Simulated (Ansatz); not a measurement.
Compare A (`C[SiH2][SiH2]S`) with its isomer B (`[SiH3]CS[SiH3]`).

Program: Ansatz. Geometries: PBE0-D4/def2-TZVP. ΔE: electronic, gas phase. CCSD(T)/CBS is the MP2 limit (def2-TZVPP, def2-QZVPP) plus CCSD(T) − MP2 in def2-TZVPP, frozen cores. DFT in def2-TZVPP. B3LYP here is the variant with VWN-RPA as its local correlation; programs differ in this. Each species was taken in one conformer, which may not be the lowest.

A:

```xyz
12

C     0.008   -0.426    1.812
Si    0.915   -0.476    0.173
Si   -0.068    1.006   -1.346
S    -2.139    0.489   -1.605
H     0.104    0.558    2.276
H     0.409   -1.171    2.503
H    -1.055   -0.628    1.662
H     0.832   -1.840   -0.427
H     2.358   -0.148    0.349
H    -0.118    2.394   -0.813
H     0.648    1.035   -2.651
H    -1.894   -0.791   -1.933
```

B:

```xyz
12

Si    1.295    1.267    0.524
C     1.045   -0.540    0.064
S     0.020   -0.690   -1.444
Si   -1.923   -0.766   -0.583
H    -0.019    1.907    0.784
H     1.973    1.963   -0.598
H     2.138    1.374    1.748
H     0.608   -1.121    0.880
H     2.003   -1.005   -0.176
H    -2.854   -0.966   -1.720
H    -2.015   -1.902    0.373
H    -2.271    0.480    0.147
```

(1) Which is lower in electronic energy at CCSD(T)/CBS, and by how much? (An estimate is asked.)

(2) Give E(B) − E(A) in kcal/mol with r2SCAN-D4, ωB97M-V, MP2/def2-TZVPP, CCSD(T)/def2-TZVPP, HF/def2-TZVPP, CCSD/def2-TZVPP, B3LYP-D4. (Estimate.)

(3) Does the order hold for the free energy at 298.15 K (harmonic terms from PBE0-D4)? (Estimate.)

Largest T1 diagnostic: 0.011.

## Answers

(1) The calculation gave: A, by 15.0 kcal/mol.

(2) Ansatz gave: r2SCAN-D4 17.0, ωB97M-V 14.6, MP2/def2-TZVPP 14.0, CCSD(T)/def2-TZVPP 15.2, HF/def2-TZVPP 14.0, CCSD/def2-TZVPP 15.4, B3LYP-D4 15.2. None reverses the order clearly.

(3) The calculation gave: Yes: G(B) − G(A) = +14.3 kcal/mol, for one conformer each. Modes under 60 cm⁻¹, often nearly free rotors, make the harmonic entropy too high.

Leaving LDA and LC-ωPBE aside and taking each functional with its dispersion term where it has one, the values, not all of them listed here, spread over 3.2 kcal/mol, from ωB97M-V to B97M-V. LDA lies −0.8 kcal/mol from PBE without D4. From BLYP to BHLYP (50 % exact exchange), in def2-TZVPP and without D4, E(B) − E(A) moves by −0.8 kcal/mol.
